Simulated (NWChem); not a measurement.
A series in which one site is exchanged, each optimised at PBE0/def2-SVP with NWChem, gas phase unless a solvent is named. All stand in one matching conformer (torsions within 35°), which need not be the lowest. This build's default masses of Se (78.918 u) and Br (79.917 u) are each other's, which moves their modes by up to 0.6 %. For some, no frequency run checked for a minimum. def2 effective core potentials on I; no spin-orbit coupling.

A: [Be]([Cl])[SH] (BeHSCl; site = Cl)
B: [SH][Be][Br] (BeHSBr; site = Br)
C: [SH][Be][I] (BeHSI; site = I)
D: [SH][Be][F] (BeHSF; site = F)

```json
[
 {"quantity": "dipole (D), PBE0/def2-SVP", "A": "1.06", "B": "1.00", "C": "0.97", "D": "[?]"},
 {"quantity": "orbital gap (eV), PBE0/def2-SVP", "A": "7.23", "B": "7.02", "C": "6.61", "D": "[?]"},
 {"quantity": "vertical ionisation energy, ΔSCF, B3LYP/def2-SVP (eV)", "A": "10.24", "B": "10.02", "C": "9.61", "D": "[?]"},
 {"quantity": "static polarisability, B3LYP/def2-SVPD (bohr³)", "A": "50.8", "B": "59.1", "C": "73.8", "D": "[?]"},
 {"quantity": "lowest singlet excitation, B3LYP/def2-SVPD, TDA (eV)", "A": "5.45", "B": "5.30", "C": "5.03", "D": "[?]"}
]
```

Question: Complete the blanks.

Answer: 
- dipole (D), PBE0/def2-SVP, D: 1.17
- orbital gap (eV), PBE0/def2-SVP, D: 7.42
- vertical ionisation energy, ΔSCF, B3LYP/def2-SVP (eV), D: 10.51
- static polarisability, B3LYP/def2-SVPD (bohr³), D: 36.0
- lowest singlet excitation, B3LYP/def2-SVPD, TDA (eV), D: 5.74
